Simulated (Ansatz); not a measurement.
CHAlLiSi, doublet: a single point at a frame of a short PBE0-D4/def2-SVP trajectory.

Input (in.yaml):

```yaml
crystal:
  periodic: [false, false, false]
  atoms:
    - {symbol: Li, position_ang: [-2.604837, -2.837227, 0.788218]}
    - {symbol: Al, position_ang: [-1.264633, -0.697845, 0.364625]}
    - {symbol: C, position_ang: [-0.070645, 0.968360, 0.171146]}
    - {symbol: Si, position_ang: [1.478779, 1.166697, -0.432793]}
    - {symbol: H, position_ang: [2.486835, 2.560441, -0.098032]}
basis:
  gaussian: {orbitals: def2-TZVPP}
magnetization: {spin_polarized: true, initial_magnetization: 1}
hamiltonian: {xc: pbe0, dispersion: d4}
output: {forces: true, orbitals: {seedname: orbitals}}
```

Command:

```bash
ansatz run in.yaml --threads 2 --pin off --events-out ev --progress --plain --max-ram 3481MiB
```

What Ansatz 0.2.0 printed:

```
Functional definition: PBE0
  name "PBE0"
  cite "Adamo & Barone, J. Chem. Phys. 110, 6158 (1999) doi:10.1063/1.478522"
  cite "Perdew, Burke & Ernzerhof, Phys. Rev. Lett. 77, 3865 (1996) doi:10.1103/PhysRevLett.77.3865"
  parent pbe
  parameter a = 0.25
  parameter kappa = 0.804
  parameter beta = 0.06672455060314922
  exchange = (1 - a)*pbe_x(kappa = kappa, mu = beta*pi^2/3) + a*exact_x
  correlation = pbe_c(beta = beta)
975 factors; their error is unknown
mean field evaluation 1: about -15702.8603 eV, gradient 5.5e1 eV
mean field evaluation 2: about -15523.5441 eV, gradient 1.1e2 eV
mean field evaluation 4: about -15712.2036 eV, gradient 2.8e1 eV
mean field evaluation 8: about -15720.0410 eV, gradient 2.7e-1 eV
mean field evaluation 16: about -15720.0750 eV, gradient 7.7e-3 eV
mean field evaluation 32: about -15720.0750 eV, gradient 6.7e-5 eV
mean field -15720.07501308 eV, -577.7021012812 hartree, gradient 8.6e-6 eV, S^2 0.768223; 7 other end points of the search recorded, 0 dependent functions left out
the calculation of the forces begins
reference -15720.07505067 eV, -577.7021026625 hartree; 19, 18 occupied and 129, 130 virtual orbitals, 975 factors
Total energy: -15720.18838935 eV, -577.7062677822 hartree
Atom 0 at    -2.604837    -2.837227     0.788218 Å, force    -0.059765    -0.011567     0.018643 eV/Å
Atom 1 at    -1.264633    -0.697845     0.364625 Å, force     2.102899     2.797569    -0.355532 eV/Å
Atom 2 at    -0.070645     0.968360     0.171146 Å, force    -2.679597    -2.668597     0.716999 eV/Å
Atom 3 at     1.478779     1.166697    -0.432793 Å, force     1.854794     1.227134    -0.171238 eV/Å
Atom 4 at     2.486835     2.560441    -0.098032 Å, force    -1.218331    -1.344538    -0.208872 eV/Å
Dipole moment:    -1.479559    -2.086937     0.355308 e Å
```

The lines “mean field evaluation” count trial sets of orbitals through the whole run, from several starts and some on an approximate energy, so they need not fall steadily or lie above the final value.

Hardware: 2 CPU threads of an Intel Xeon Platinum 8488C, shared host. Wall time about 6.5 s.
